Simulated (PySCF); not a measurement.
Molecule: SMILES O=Cc1cccs1, C5H4OS.

Structure with atom numbers: `[O:1]=[CH:2][c:3]1[cH:4][cH:5][cH:6][s:7]1`. Hydrogens are named by the atom that carries them.

Geometry PBE0-D3(BJ)/def2-SVP throughout; GIAO in PySCF, gas phase, one conformer, non-relativistic; equivalent atoms averaged; functional PBE0.

Problem. How do the shifts δ (against H2O, TMS, CS2 at the same level) depend on the basis set? (a selection of nuclei; ppm; last column core-seconds on shared hosts with different chips, so compare them loosely)

Solution. 
```csv
basis set,functions,O1,C2,C6,C5,C4,S7,H(C2),H(C4),H(C6),core-s
STO-3G,43,608.8,124.2,122.0,107.4,107.1,99.1,9.77,7.03,6.86,3.8
pcSseg-0,75,731.0,194.1,152.0,137.8,140.3,206.7,10.44,8.15,7.27,6.4
6-31G,75,612.7,172.8,136.6,123.4,125.2,183.3,10.42,8.31,7.54,7.3
6-31G*,110,568.0,168.7,130.7,121.3,124.1,213.7,9.59,7.99,7.29,11
cc-pVDZ,122,607.6,173.5,136.1,126.5,128.3,212.0,9.63,7.95,7.41,9.4
def2-SVP,122,612.8,173.4,135.3,124.9,127.6,230.0,9.40,7.97,7.22,8.1
pcSseg-1,146,643.9,181.9,141.9,133.5,135.3,233.2,9.68,8.17,7.49,12
aug-cc-pVDZ,201,575.4,176.4,136.3,125.4,127.8,227.7,10.16,8.22,7.79,19
"6-311+G(2d,p)",221,602.6,181.0,139.9,131.4,133.4,260.3,10.05,8.23,7.77,26
def2-TZVP,247,616.8,182.3,140.9,133.2,135.1,268.5,10.05,8.23,7.72,25
cc-pVTZ,270,618.0,181.3,140.4,132.3,134.0,234.7,9.96,8.16,7.71,30
IGLO-III,294,619.8,186.1,144.5,135.8,137.9,267.0,10.03,8.21,7.73,32
pcSseg-2,315,625.5,187.7,146.2,137.3,139.5,258.2,9.98,8.30,7.76,68
```

Problem. Which nucleus among those listed moves most, in ppm?

Solution. S7 (aromatic ring sulfur): from 99.1 ppm with STO-3G to 268.5 ppm with def2-TZVP. The smallest spread is 0.93 ppm, at H(C6). Proton shifts span only some 12 ppm, so a few tenths of a ppm matter as much there as several ppm in carbon.

Problem. Taking the largest basis, pcSseg-2 (315 functions), as the yardstick, rank the others by their worst heavy-atom deviation.

Solution. IGLO-III 8.8 ppm (294 functions), def2-TZVP 10.3 ppm (247 functions), 6-311+G(2d,p) 22.9 ppm (221 functions), cc-pVTZ 23.4 ppm (270 functions), pcSseg-1 25.0 ppm (146 functions), def2-SVP 28.2 ppm (122 functions), cc-pVDZ 46.2 ppm (122 functions), aug-cc-pVDZ 50.1 ppm (201 functions), 6-31G* 57.5 ppm (110 functions), 6-31G 74.9 ppm (75 functions), pcSseg-0 105.5 ppm (75 functions), STO-3G 159.1 ppm (43 functions).

A small basis that lands close on one nucleus may do so by chance; judge by the trend and by all nuclei.
